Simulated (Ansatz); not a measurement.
The same path of AsBFH5OSi (10 atoms, charge 0, multiplicity 1) was run 3 times with different band settings. Lost on the way: Si2–H8. Made: O1–H8.

All numbers below come from RKS revPBE/def2-SVP in Ansatz.

Relaxed end points:

```xyz
10
Properties=species:S:1:pos:R:3
O -2.483 0.785 0.182
Si -1.192 -0.313 0.306
B 0.636 0.545 -0.080
F 0.704 1.862 -0.358
As 2.427 -0.471 0.110
H -2.305 1.648 0.594
H -1.128 -0.985 1.664
H -1.477 -1.391 -0.704
H 3.009 0.046 -1.216
H 1.891 -1.779 -0.493
```

```xyz
10
Properties=species:S:1:pos:R:3
O -2.285 0.521 0.216
Si -0.980 -1.135 0.211
B 0.554 0.178 -0.039
F 0.224 1.470 -0.418
As 2.586 -0.167 0.193
H -1.692 1.286 0.017
H -0.872 -1.127 1.746
H -2.861 0.434 -0.569
H 2.932 0.165 -1.273
H 2.478 -1.677 -0.081
```

Common settings: movable images 7; climbing image yes; optimiser quadratic models (default); start path through a guess of the saddle point; iteration limit 60; end points relaxed.

| run | spring | force threshold |
| --- | --- | --- |
| 1 | 5.0 eV/Å² | 0.03 eV/Å |
| 2 | 5.0 eV/Å² | 0.2 eV/Å |
| 3 | 50.0 eV/Å² | 0.03 eV/Å |

What does each run give, and how far can it be trusted?

Run 1: converged after 22 iterations, highest image 2.696 eV above the first end. Beside the main top the profile has a ripple of under 15 meV (maxima at images 1, 5), which may be a very shallow well or noise. Neighbouring images differ by up to 1.3 eV, so the band resolves the path poorly. A vibrational analysis at the climbing image gives one clearly imaginary mode, 1278i cm⁻¹: a first-order saddle point.
Run 2: converged after 13 iterations, highest image 2.701 eV above the first end. The threshold of 0.2 eV/Å is loose, so the images may lie well off the minimum-energy path. Neighbouring images differ by up to 1.4 eV, so the band resolves the path poorly. The order of the stationary point at the top wasn't checked.
Run 3: converged after 27 iterations, highest image 2.696 eV above the first end. Beside the main top the profile has a ripple of under 15 meV (maxima at images 1, 5), which may be a very shallow well or noise. Neighbouring images differ by up to 1.4 eV, so the band resolves the path poorly. Another band between the same ends (7 images) ends at a top of the same energy, where a vibrational analysis finds 1 clearly imaginary mode.
The orbitals stay closed-shell, which can raise the energy where a bond breaks towards radicals; this wasn't checked here.
